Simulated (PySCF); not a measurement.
C3H7 (SMILES [CH2-]CC), charge -1, singlet, at a GFN2-xTB geometry (in this run its highest filled SCF level lies above zero, so its values depend strongly on the basis, on diffuse functions most of all). Base run: DF-CAMB3LYP/def2-SVP in PySCF.

PySCF was given this input:
```python
from pyscf import gto, scf, dft

mol = gto.M(
    atom='''
C     0.00186015    0.10449024    0.56640373
C    -0.00172720    1.41771511   -0.19203030
C     0.00006446   -1.22825686   -0.25191409
H    -0.88084995    0.06118922    1.22991746
H     0.88915671    0.06252487    1.22385812
H     0.00293214   -2.12288703    0.38856881
H     0.88547984    1.38891864   -0.89834554
H    -0.89370483    1.38757606   -0.89225478
H    -0.88482823   -1.27117245   -0.89022816
H     0.88062988   -1.26984023   -0.89627193
''',
    basis='def2-svp',
    charge=-1,
    verbose=5,
)

mf = dft.RKS(mol)
mf.xc = 'camb3lyp'
mf = mf.density_fit(auxbasis='def2-universal-jkfit')
mf.kernel()
```

Variants of this job, named by their change:

| change | basis functions | E (Eh) | HOMO (eV) | HOMO-LUMO gap (eV) | core-seconds (rough) |
|---|---|---|---|---|---|
| base | 77 | -118.27243 | 1.22 | 6.31 | 9 |
| basis = pcseg-0 | 41 | -118.05013 | 1.60 | 6.44 | 5 |
| basis = def2-SV(P) | 56 | -118.25595 | 1.25 | 6.27 | 7 |
| basis = 6-31G* | 56 | -118.34225 | 1.69 | 7.45 | 7 |
| basis = pc-1 | 77 | -118.34901 | 0.91 | 6.30 | 10 |
| basis = 6-31G** | 77 | -118.35253 | 1.66 | 7.48 | 8 |
| basis = cc-pVDZ | 77 | -118.36000 | 1.21 | 6.54 | 10 |
| basis = 6-311G** | 96 | -118.40016 | 0.92 | 6.05 | 10 |
| basis = 6-311++G** | 115 | -118.41735 | 0.09 | 3.42 | 20 |
| basis = def2-SVPD | 116 | -118.29852 | 0.39 | 5.02 | 10 |
| basis = aug-cc-pVDZ | 132 | -118.39301 | 0.03 | 3.23 | 20 |
| basis = def2-TZVPD | 174 | -118.42747 | 0.20 | 4.46 | 20 |
| basis = pc-2 | 188 | -118.43053 | 0.36 | 5.31 | 20 |

Totals compare only among sets that treat the same electrons; sets with core potentials leave the core out.
